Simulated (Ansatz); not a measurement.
Input file for Ansatz (a program for electronic structure): SC-NEVPT2 on SA-CASSCF(2,2)/cc-pV(T+d)Z on F2Si (SMILES F[Si]F), 2S+1 = 3, a spin state set in the input, which need not be the lowest. Files ending in .json are basis or fitting sets from the Basis Set Exchange.

Ansatz 0.2 input:
```yaml
crystal:
  periodic: [false, false, false]
  atoms:
    - {symbol: F, position_ang: [-1.34563628, -0.38429224, 0.00000000]}
    - {symbol: Si, position_ang: [-0.00043598, 0.49255827, 0.00000000]}
    - {symbol: F, position_ang: [1.34631447, -0.38190951, 0.00000000]}
basis:
  gaussian:
    orbitals: cc-pV_T+d_Z.json
magnetization: {spin_polarized: false, initial_magnetization: 2}
correlation: {method: sc_nevpt2, electrons: outside_noble_gas, active_space: {window: {electrons: 2, orbitals: 2}, states: [{multiplicity: 1, weights: [1]}, {multiplicity: 3, weights: [1]}]}}
output: {orbitals: {seedname: ./end}}
```

It printed:

```
WARN ansatz: RAYON_NUM_THREADS=1 ignored (pool sized by the plan → 1); use --threads N
Functional definition: HF
integrals: 0.06 GiB planned
1245 factors; integrals over basis functions are off by at most 1.4e-7 eV
mean field: 0.39 GiB planned
mean field evaluation 1: about -13274.2121 eV, gradient 3.3e1 eV
mean field evaluation 2: about -13274.3325 eV, gradient 3.3e1 eV
mean field evaluation 4: about -13276.8834 eV, gradient 2.4e0 eV
mean field evaluation 8: about -13276.9490 eV, gradient 2.0e-1 eV
mean field evaluation 16: about -13276.9493 eV, gradient 3.9e-6 eV
mean field -13276.94928671 eV, -487.9188868471 hartree, gradient 3.9e-6 eV, S^2 2.000000; 0 other end points of the search recorded, 0 dependent functions left out
reference -13276.94928671 eV, -487.9188868471 hartree; 17, 15 occupied and 82, 84 virtual orbitals, 1245 factors
configuration interaction: 0.27 GiB planned
configuration interaction: 0.00 GiB planned
state -13279.52064308 eV, -488.0133824508 hartree
state -13279.52064308 eV, -488.0133824508 hartree; corrected -13295.42667172 eV, -488.5979182218 hartree
configuration interaction: 0.00 GiB planned
configuration interaction: 0.00 GiB planned
state -13276.88134669 eV, -487.9163900974 hartree
state -13276.88134669 eV, -487.9163900974 hartree; corrected -13292.49248066 eV, -488.4900886891 hartree
Total energy: -13293.95957619 eV, -488.5440034555 hartree
```

The calculation finished and met its thresholds. The last total energy is the mean of the averaged states.

Cost: roughly 5 core-seconds.
